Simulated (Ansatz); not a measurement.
H4NSSi, SMILES `[SiH3][N+]S` (lower singlet; Si–N–S–H torsion 0°) (charge 1, multiplicity 1). This singlet lies 0.89 eV below the relaxed triplet at the level frozen-core CCSD(T)/cc-pVTZ // B3LYP-D3(BJ)/def2-TZVP (Ansatz, an electronic-structure program).

Computed with PBE0/cc-pVTZ // B3LYP-D3(BJ)/def2-TZVP (Ansatz).

Ansatz 0.2 input:
```yaml
crystal:
  periodic: [false, false, false]
  atoms:
    - { symbol: Si, position_ang: [-0.978179, 0.002329, 0.08164] }
    - { symbol: N, position_ang: [0.646858, -0.798706, 0.229156] }
    - { symbol: S, position_ang: [2.082883, -0.438013, -0.019767] }
    - { symbol: H, position_ang: [-1.449071, -0.087633, 1.473859] }
    - { symbol: H, position_ang: [-1.64605, -0.915878, -0.855872] }
    - { symbol: H, position_ang: [-0.748766, 1.366678, -0.422813] }
    - { symbol: H, position_ang: [2.092323, 0.871223, -0.486202] }
basis:
  gaussian: { orbitals: cc-pVTZ }
hamiltonian:
  xc: pbe0
total_charge: 1
```

Output:

```
Functional definition: PBE0
986 factors; their error is unknown
mean field evaluation 1: about -20237.5675 eV, gradient 8.0e1 eV
mean field evaluation 2: about -20165.4575 eV, gradient 1.6e2 eV
mean field evaluation 4: about -20250.7019 eV, gradient 5.6e0 eV
mean field evaluation 8: about -20250.7938 eV, gradient 7.1e-2 eV
mean field evaluation 16: about -20250.8339 eV, gradient 1.7e-5 eV
mean field -20250.83393212 eV, -744.2044204972 hartree, gradient 1.7e-5 eV, S^2 0.000000; 0 other end points of the search recorded, 0 dependent functions left out
reference -20250.83396084 eV, -744.2044215524 hartree; 20, 20 occupied and 134, 134 virtual orbitals, 986 factors
Total energy: -20250.83396084 eV, -744.2044215524 hartree
```
